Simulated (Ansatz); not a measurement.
`NBO[SiH2]Cl` and `C[SiH2]O[SiH2]Cl` differ in one atom or group.

Ansatz, PBE0-D4/def2-TZVP geometries, multiplicity 1. Each molecule was computed in one conformer, which needn't be the lowest.

| property | `NBO[SiH2]Cl` |
| --- | --- |
| HOMO energy (PBE/def2-TZVPP) / eV | -6.85 |
| HOMO–LUMO gap (PBE/def2-TZVPP) / eV | 6.59 |
| HOMO energy (B3LYP/def2-TZVPP) / eV | -8.00 |
| HOMO–LUMO gap (ωB97M-V/def2-TZVPP) / eV | 12.85 |
| size of the dipole moment (PBE/def2-TZVPP) / D | 2.31 |
| zero-point energy (PBE0-D4/def2-TZVP) / kJ/mol | 169.7 |

Question: Give the same properties after the change, and the shifts. (An estimate is asked.)

Answer: The calculation gave: 
```
                                      property  `C[SiH2]O[SiH2]Cl`  shift
             HOMO energy (PBE/def2-TZVPP) / eV               -7.28  -0.43
           HOMO–LUMO gap (PBE/def2-TZVPP) / eV                6.60   0.01
           HOMO energy (B3LYP/def2-TZVPP) / eV               -8.46  -0.46
       HOMO–LUMO gap (ωB97M-V/def2-TZVPP) / eV               12.83  -0.02
size of the dipole moment (PBE/def2-TZVPP) / D                0.87  -1.44
zero-point energy (PBE0-D4/def2-TZVP) / kJ/mol               205.1   35.4
```

The zero-point energy changes by 35.4 kJ/mol with +6 modes. Dipoles are sizes alone; their direction can turn.

B3LYP here is the variant with VWN-RPA as its local correlation; programs differ in this.
